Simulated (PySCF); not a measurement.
A structure optimised at PBE0-D3(BJ)/def2-SVP, used in a PySCF frequency run:

```
Ge
H 1 1.5356
H 1 1.5376 2 110.55
H 1 1.5402 2 111.04 3 -123.24
Se 1 2.3672 2 109.17 3 119.82
S 5 2.2250 1 95.75 2 -58.80
H 6 1.3539 5 97.10 1 -89.60
```
Charge 0, spin multiplicity 1.

Problem. Write its SMILES and formula.

Solution. S[Se][GeH3], GeH4SSe

Problem. What are its rotational constants (standard atomic weights)?

Solution. 4.9399, 1.5867, 1.2300 GHz
